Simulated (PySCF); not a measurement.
**From computed data to an observable: entropy of an ideal gas**

H₃O₄Si, SMILES [O][Si](O)(O)O (connectivity only; charge and spin as stated), charge -1, multiplicity 1.

The structure is a stationary point at B3LYP-D3(BJ)/def2-SVPD. The spin state was assumed, not searched. The isomer is the one that the SMILES or the coordinates give; other isomers of the formula were not compared. The values are those of a single conformer.

B3LYP-D3(BJ)/def2-SVPD (PySCF) gives the harmonic wavenumbers 113, 114, 166, 302, 302, 348, 376, 376, 696, 788, 788, 892, 892, 917, 1105, 3888, 3888, 3888 cm⁻¹ and the rotational temperatures 0.1881, 0.1871, 0.1871 K. The molar mass is 95.10 g/mol, the symmetry number 3, the spin multiplicity 1.

Task: Work out the entropy at 298.15 K and 1 atm in the rigid-rotor, harmonic-oscillator model.

Result: 
Translation (Sackur–Tetrode at 1 atm): S = R[1.5 ln M + 2.5 ln T − 1.16487] = 165.6 J/(mol K).
Rotation: q = (√π/σ) T^1.5/√(θA θB θC) = 37500, S = R[ln q + 3/2] = 100.0 J/(mol K).
Vibration: with u = 1.4388 ν/T, each mode gives R[u/(e^u − 1) − ln(1 − e^−u)]:
| ν (cm⁻¹) | modes | u | S (J/(mol K)) |
|---|---|---|---|
| 113 | 1 | 0.55 | 13.46 |
| 114 | 1 | 0.55 | 13.39 |
| 166 | 1 | 0.80 | 10.38 |
| 302 | 2 | 1.46 | 11.76 |
| 348 | 1 | 1.68 | 4.92 |
| 376 | 2 | 1.81 | 8.83 |
| 696 | 1 | 3.36 | 1.30 |
| 788 | 2 | 3.80 | 1.82 |
| 892 | 2 | 4.30 | 1.21 |
| 917 | 1 | 4.43 | 0.55 |
| 1105 | 1 | 5.33 | 0.26 |
The stiffer modes add less than 0.005 each. Sum 67.9 J/(mol K).
Spin: R ln 1 = 0.0 J/(mol K).
Total 333.5 J/(mol K); the program's own thermochemistry gives 333.4. Translation makes up 50 % and vibration 20 %. Anharmonicity, hindered rotation and orbital degeneracy are left out.
